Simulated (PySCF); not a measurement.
# Relaxation of singlet AsN₂⁻

Method: PBE0/[As def2-TZVPD, N def2-TZVPD], no relativity, density fitting, PySCF. A (50,194) grid was used.

A hand-made linear start, of D∞h symmetry, held to at least that symmetry:

```xyz
3
charge -1 multiplicity 1, angstrom
As    0.0000    0.0000    0.0000
N     0.0000    0.0000    1.7400
N     0.0000    0.0000   -1.7400
```

Q: What forces act on the atoms at the start (eV/Å)?

A: 
```
atom    Fx    Fy     Fz
 As1  0.00  0.00   0.00
  N2  0.00  0.00  -3.28
  N3  0.00  0.00   3.28
```

Q: What does it relax to?

A: It ends at D∞h with As–N 1.646 Å (×2); N–As–N 180.0°. A frequency run shows a minimum.

Q: How much energy is released, and in how many steps?

A: 32.5 kJ/mol in 4 steps.

The relaxation took of the order of 23 core-seconds on a shared host.
